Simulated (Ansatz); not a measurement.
Species: C$_{2}$H$_{7}$ClOSi$_{2}$, charge 0, multiplicity 1. 
Geometry from a B3LYP-D3(BJ)/def2-TZVP (Ansatz, a quantum-chemistry and plane-wave program) optimisation:
```xyz
13

C     -2.5977    -0.4263     0.6081
C     -1.4175    -0.3683     0.0058
Cl    -1.1975     0.6659    -1.4069
Si     0.1228    -1.3068     0.4982
O      1.3497    -0.2703     0.7757
Si     2.1784     1.0549     0.2696
H     -3.4614     0.1310     0.2670
H     -2.7193    -1.0553     1.4817
H     -0.1794    -2.0490     1.7397
H      0.4875    -2.2307    -0.5968
H      3.4197     1.1377     1.0690
H      2.5177     0.9299    -1.1656
H      1.3676     2.2730     0.4834
```
Charge 0, spin multiplicity 1.

Quantity: atomisation energy (electronic, to ground-state atoms); the coupled-cluster value holds the core correlation from cc-pwCVTZ, in kcal/mol. Valence correlation only, unless marked. UHF or UKS for open shells. No spin-orbit coupling. No relativistic terms. CBS marks a two-point X^-3 extrapolation of the correlation energy; Hartree-Fock from the larger set.

Level to compare with: CCSD(T)/CBS(cc-pV(T+d)Z,cc-pV(Q+d)Z) plus the core term (Ansatz), 1134.7 kcal/mol. It is a level with limits of its own, and the differences hold the functionals' basis error too.

Q: Rank these functionals by how close they come to CCSD(T)/CBS(cc-pV(T+d)Z,cc-pV(Q+d)Z), closest first: CAM-B3LYP/def2-TZVPD (Ansatz); wB97X/def2-TZVPD (Ansatz); BHLYP/def2-TZVPD (Ansatz); r2SCAN0/def2-TZVPD (Ansatz).

A: wB97X/def2-TZVPD (range-separated hybrid, 1127.1 kcal/mol, difference -7.6), CAM-B3LYP/def2-TZVPD (range-separated hybrid, 1123.3 kcal/mol, difference -11.4), r2SCAN0/def2-TZVPD (hybrid meta-GGA, 1111.8 kcal/mol, difference -22.9), BHLYP/def2-TZVPD (global hybrid, 1090.1 kcal/mol, difference -44.6)
